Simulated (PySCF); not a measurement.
Ge(All)(Me)3, SMILES [CH3][Ge]([CH2]C=C)([CH3])[CH3] (C6H14Ge) at its GFN2-xTB optimised geometry (Å):

```
21

C     -2.8223    -0.5862     2.4249
C     -2.0392    -1.3533     1.6860
C     -0.5594    -1.2731     1.6630
Ge     0.0950    -0.3413     0.0000
C     -0.5738    -1.2941    -1.6128
C     -0.5875     1.5240     0.0000
C      2.0875    -0.3413     0.0000
H     -3.8959    -0.6652     2.3943
H     -2.4156     0.1516     3.0976
H     -2.4765    -2.0860     1.0186
H     -0.1262    -2.2736     1.6836
H     -0.1936    -0.7244     2.5304
H     -0.2619    -2.3345    -1.6082
H     -0.1898    -0.8303    -2.5167
H     -1.6585    -1.2638    -1.6521
H     -0.1763     2.0860     0.8331
H     -1.6696     1.5290     0.0902
H     -0.3190     2.0352    -0.9197
H      2.4765    -1.3551    -0.0124
H      2.4738     0.1595     0.8826
H      2.4660     0.1770    -0.8759
```

Computed with CAM-B3LYP/def2-SVP run with PySCF. Cells within 0.4 Å of a nucleus heavier than hydrogen are left out (blank, or x).

Map of the deformation density (molecule minus spherical neutral atoms) (e/bohr³) on the plane z = 1.5 Å:

```
|111111111111111111111111111|
|111111111111111111111111111|
|111111111111111111111111111|
|111111111111111111111111111|
|111111111111111111111111111|
|111111111111111111111111111|
|111111111111001111111111111|
|111111111111001111111111111|
|111111111111111111111111111|
|111111111111111111111111111|
|111111111111111111111111111|
|111111111111111111110111111|
|111111111100000111100011111|
|111111110000000011110011111|
|111112210000111001111111111|
|111003420111321001111111111|
|1100024x365xx20001111111111|
|1100004xx97xx20011111111111|
|111002893324951011111111111|
|111003640003972111111111111|
|111111210001321111111111111|
|111111110000000111111111111|
|111111111111111111111111111|
|111111111111111111111111111|
|111111111111111111111111111|
|111111111111111111111111111|
|111111111111111111111111111|
```
Scale: ten equal steps from -0.013 (start of '0') to 0.071 (end of '9'), in the order '0123456789'; x runs from -4.50 to 4.50, y from -4.50 (bottom) to 4.50 (top).
